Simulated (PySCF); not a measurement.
**Correlation energy of I²⁺ (iodine, charge +2)**

[Kr] 4d10 5s2 5p2 6s1, high-spin 4P determinant (an excited configuration). Calculation: PySCF 2.14, in aug-cc-pwCVDZ-PP with ECP28MDF; scalar relativity through the core potential. Frozen: 4s2 4p6 4d10; 5 electrons correlated.

```csv
level,correlation energy (mhartree)
CCSD,-72.60
(T),-1.47
CCSD(T),-74.07
```

Diagnostics: T1 = 0.081, D1 = 0.2571, largest double amplitude 0.088.

The outer electron is Rydberg-like, and this basis confines it to a smaller radius and binds it less than a complete one would. T1 exceeds 0.03, a sign that the reference determinant is poor.

Cost of the coupled-cluster step: roughly 1 core-seconds, for 5 correlated electrons.

Iterations:

```
CC2 = 0
CCSD nocc = (np.int64(4), np.int64(1)), nmo = (39, 39)
frozen orbitals [[0, 1, 2, 3, 4, 5, 6, 7, 8], [0, 1, 2, 3, 4, 5, 6, 7, 8]]
max_cycle = 100
direct = 0
conv_tol = 1e-08
conv_tol_normt = 1e-06
diis_space = 8
diis_start_cycle = 0
Init t2, MP2 energy = -0.056825314191968
Init E_corr(UCCSD) = -0.0568253141919885
cycle = 1  E_corr(UCCSD) = -0.0688161009212987  dE = -0.0119907867  norm(t1,t2) = 0.0647301
cycle = 2  E_corr(UCCSD) = -0.0724767890361777  dE = -0.00366068811  norm(t1,t2) = 0.0604518
cycle = 3  E_corr(UCCSD) = -0.0695523557061099  dE = 0.00292443333  norm(t1,t2) = 0.0775914
cycle = 4  E_corr(UCCSD) = -0.0725599530772391  dE = -0.00300759737  norm(t1,t2) = 0.0409599
cycle = 5  E_corr(UCCSD) = -0.0725061536005474  dE = 5.37994767e-05  norm(t1,t2) = 0.0180051
cycle = 6  E_corr(UCCSD) = -0.0725821516284227  dE = -7.59980279e-05  norm(t1,t2) = 0.00596318
cycle = 7  E_corr(UCCSD) = -0.0725667103067909  dE = 1.54413216e-05  norm(t1,t2) = 0.00446993
cycle = 8  E_corr(UCCSD) = -0.0725753060333735  dE = -8.59572658e-06  norm(t1,t2) = 0.00455044
cycle = 9  E_corr(UCCSD) = -0.0726037668365261  dE = -2.84608032e-05  norm(t1,t2) = 0.00430807
cycle = 10  E_corr(UCCSD) = -0.0725972395042033  dE = 6.52733232e-06  norm(t1,t2) = 0.00111046
cycle = 11  E_corr(UCCSD) = -0.0726019023638412  dE = -4.66285964e-06  norm(t1,t2) = 0.000210931
cycle = 12  E_corr(UCCSD) = -0.0726032490713999  dE = -1.34670756e-06  norm(t1,t2) = 6.15291e-05
cycle = 13  E_corr(UCCSD) = -0.0726027174343495  dE = 5.3163705e-07  norm(t1,t2) = 7.69328e-06
cycle = 14  E_corr(UCCSD) = -0.0726026267396276  dE = 9.06947219e-08  norm(t1,t2) = 2.11854e-06
cycle = 15  E_corr(UCCSD) = -0.0726026743410124  dE = -4.76013848e-08  norm(t1,t2) = 6.02594e-07
cycle = 16  E_corr(UCCSD) = -0.0726026832735496  dE = -8.93253714e-09  norm(t1,t2) = 1.30879e-07
UCCSD converged
E(UCCSD) = -293.1681814121966  E_corr = -0.07260268327354959
UCCSD(T) correction = -0.00146665086943327
```
